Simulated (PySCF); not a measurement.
Zr(Cl)3(SH) (Cl3HSZr), SMILES [Zr]([SH])([Cl])([Cl])[Cl], multiplicity 1.

Geometry optimised at B3LYP-D3(BJ)/def2-SVP. The multiplicity is an assumed one; no other spin state was optimised. The structure was generated by enumeration; whether it is a known compound was not checked. The def2 effective core potentials stand for the cores of Zr; spin–orbit coupling is left out. One conformer was computed; it need not be the lowest.

Calculation: PBE/def2-TZVP (PySCF).

Gas-phase values at a fixed geometry.

```json
{
 "total_energy": "-1826.08106 hartree",
 "point_group": "Cs",
 "highest_occupied_level": "-7.09 eV",
 "lowest_empty_level": "-3.65 eV",
 "orbital_gap": "3.44 eV",
 "dipole_moment": "0.68 D",
 "quadrupole, principal values (traceless, Buckingham form, about the centre of nuclear charge)": "-3.16, -2.45, 5.61 D·Å",
 "mean_static_polarisability": "103.3 bohr³ (15.30 Å³)",
 "polarisability_principal_values": "98.7, 102.1, 109.0 bohr³"
}
```
